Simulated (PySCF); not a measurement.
**Molecular orbitals of AsI**

PBE at R = 2.518 Å; basis As cc-pVDZ-PP with ECP10, I cc-pVDZ-PP with ECP28; scalar-relativistic core potentials; PySCF 2.14. State: ³Σ⁻ (triplet), unpaired electrons π ↑↑. Only the outer orbitals are listed, counted within each symmetry, core potentials removing the inner ones.

```tsv
spin	orbital	occ.	ε (eV)	on As (%)	main shells (%)
α	7σ	1	-18.11	22	77 I s, 18 As s
α	8σ	1	-14.82	75	75 As s, 20 I s
α	9σ	1	-8.41	43	56 I p, 36 As p
α	5π	1	-7.40	28	71 I p, 28 As p
α	5π	1	-7.40	28	71 I p, 28 As p
α	6π	1	-5.31	71	71 As p, 28 I p
α	6π	1	-5.31	71	71 As p, 28 I p
α	10σ	0	-2.64	61	60 As p, 36 I p
α	11σ	0	5.77	60	27 I d, 26 As p, 21 As d
α	12σ	0	6.96	76	48 As s, 28 As p, 20 I s
β	7σ	1	-17.86	14	84 I s, 11 As s
β	8σ	1	-13.69	79	78 As s, 13 I s
β	9σ	1	-8.03	41	58 I p, 31 As p, 9 As s
β	5π	1	-6.98	11	89 I p, 10 As p
β	5π	1	-6.98	11	89 I p, 10 As p
β	6π	0	-3.79	88	88 As p, 11 I p
β	6π	0	-3.79	88	88 As p, 11 I p
β	10σ	0	-2.13	66	65 As p, 31 I p
```

**Question.** Which are the highest filled and the lowest empty level, where do they sit, and how wide is the gap?

**Answer.** Highest filled α 6π at -5.31 eV (in %: 71 As p, 28 I p); lowest empty β 6π at -3.79 eV (in %: 88 As p, 11 I p); the gap at PBE is 1.52 eV. Both belong to one degenerate shell, split only by its one-sided filling, so this is no excitation gap.

The bond order (Mayer) is 1.34 and the ⟨S²⟩ is 2.004. The charge on As (Mulliken, basis-dependent) is 0.06, the charge on As (Löwdin, basis-dependent) is -0.01 and the dipole moment (positive dipole means As(−)I(+)) is -0.52 D. The polarisability along the bond is 84.0 bohr³ and the polarisability across the bond is 28.5 bohr³.

Spin–orbit coupling is left out. The state is the lowest determinant that a PBE0 search found; another state may lie lower at other levels.
